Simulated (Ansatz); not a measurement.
`[F][Zr]([F])([F])[Br]` + H₂O → `[OH][Zr]([F])([F])[Br]` + H–F at 700 K and 1 bar (formal hydrolysis of a Zr–F bond).

Calculated with Ansatz (gas phase, PBE0-D4/def2-TZVP geometries, no zero-point term in ΔE). CBS: MP2 limit from def2 TZ/QZ plus the TZ coupled-cluster correction, frozen cores. This one scheme is used for every species. Elements past krypton have def2 core potentials. For Br, Zr outer-core shells are correlated without core-valence functions, which leaves a few kJ/mol of doubt a bond. Scalar relativity is left out up to krypton. One conformer a species, not always the lowest.

```tsv
species	CCSD(T)/CBS energy (Eh)	H − E (kJ/mol)	S (J/(mol·K))
`[F][Zr]([F])([F])[Br]`	-2920.00900	78.9	440.7
H₂O	-76.37941	80.5	218.4
`[OH][Zr]([F])([F])[Br]`	-2895.97895	114.8	478.0
H–F	-100.39570	45.2	198.5
```

H − E and S are ideal-gas, rigid-rotor, harmonic terms from PBE0-D4/def2-TZVP, for one conformer and one mirror image of each species. 1 Eh = 2625.50 kJ/mol, R = 8.31446 J/(mol·K).

**Question.** By hand: ΔE, ΔH, ΔS and ΔG.

**Answer.** ΔE = (-2895.97895) + (-100.39570) − (-2920.00900) − (-76.37941) = 0.01376 Eh = 36.1 kJ/mol. Δ(H − E) = 114.8 + 45.2 − 78.9 − 80.5 = 0.6, so ΔH = 36.7 kJ/mol. ΔS = 478.0 + 198.5 − 440.7 − 218.4 = 17.4 J/(mol·K). ΔG = 36.7 − 700 × (17.4)/1000 = 24.5 kJ/mol.

**Question.** By hand: the equilibrium constant, and the temperature at which ΔG would vanish if ΔH and ΔS stayed fixed.

**Answer.** log₁₀ K = −ΔG/(RT ln 10) = -1.8. ΔG = 0 at ΔH/ΔS = 2109 K, though so small a ΔS makes that figure unsure.

ΔH outweighs TΔS. A doubt of 5 kJ/mol in ΔE shifts log₁₀ K by 0.4 here. Other conformers and mirror images would add mixing entropy, several J/(mol·K) or more a flexible species. These are equilibria of isolated gas molecules and say nothing of rates. Largest T1 diagnostic: 0.016 (customary marks: 0.02 for closed shells, 0.045 for open ones).
